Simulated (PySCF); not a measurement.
**Cu³⁺ (copper, charge +3) across methods**

[Ar] 3d8, high-spin 3F determinant. All numbers are calculated (PySCF 2.14, a scalar-relativistic core potential, in aug-cc-pwCVDZ-PP with ECP10MDF (6s6p5d3f, 70 functions)). The B2PLYP total includes its PT2 part (frozen core); its orbital energies are those of the SCF part.

| method | E (hartree) | mean ε 3p β (eV) | mean ε 3d α (eV) | mean ε 3d β (eV) | Σ⟨r²⟩ (bohr²) | ⟨S²⟩ |
| --- | --- | --- | --- | --- | --- | --- |
| M06-L | -194.9632 | -118.09 | -50.231 | -48.268 | 12.20 | 2.001 |
| MN15 | -195.0824 | -117.53 | -55.413 | -52.320 | 12.30 | 2.001 |
| PBE0 | -194.8471 | -121.46 | -53.449 | -51.258 | 12.29 | 2.001 |
| PBE | -194.8626 | -116.26 | -50.222 | -48.243 | 12.38 | 2.001 |
| UHF | -194.04259 | -135.76 | -62.092 | -59.214 | 12.14 | 2.002 |
| LDA | -194.4412 | -116.48 | -50.485 | -48.158 | 12.44 | 2.001 |
| B2PLYP | -194.6625 | -126.89 | -56.701 | -54.369 | 12.26 | 2.001 |
| LC-wPBE | -194.9141 | -122.19 | -55.772 | -53.740 | 12.35 | 2.001 |
| r2SCAN | -194.8079 | -118.56 | -50.497 | -48.515 | 12.29 | 2.001 |

Energies and moments cover only the electrons outside the core potential.
